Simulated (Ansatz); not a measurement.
`[CH3][Ge]([CH3])([F])[Cl]` + CH₄ → `[CH3][Ge]([CH3])([CH3])[Cl]` + H–F  (formal exchange of groups at a Ge–F bond)

Computed with Ansatz on PBE0-D4/def2-TZVP structures; ΔE is electronic, products minus reactants. CCSD(T)/CBS is the MP2 limit (def2-TZVPP, def2-QZVPP) plus CCSD(T) − MP2 in def2-TZVPP, frozen cores. This one scheme is used for every species. DFT in def2-TZVPP. For Ge outer-core shells are correlated without core-valence functions, which leaves a few kJ/mol of doubt a bond. Scalar relativity is left out up to krypton.

```json
{"level": "ωB97M-V", "ΔE (kJ/mol)": "91.4"}
{"level": "PBE", "ΔE (kJ/mol)": "92.7"}
{"level": "CCSD(T)/def2-TZVPP", "ΔE (kJ/mol)": "83.1"}
{"level": "CCSD/CBS(def2)", "ΔE (kJ/mol)": "83.8"}
```

What does CCSD(T)/CBS give? (Best estimate.)

The calculation gave: +81.9 kJ/mol. The listed levels differ from it by 9.5, 10.8, 1.2, 1.9 kJ/mol.

Largest T1 diagnostic among the species: 0.010.

From PBE to PBE0 (25 % exact exchange), in def2-TZVPP and without D4, ΔE moves by −3.6 kJ/mol. In def2-TZVPP, CCSD(T) changes the Hartree–Fock value by −26.9 kJ/mol (the triples alone add −1.9 kJ/mol) and MP2 by −31.0 kJ/mol.
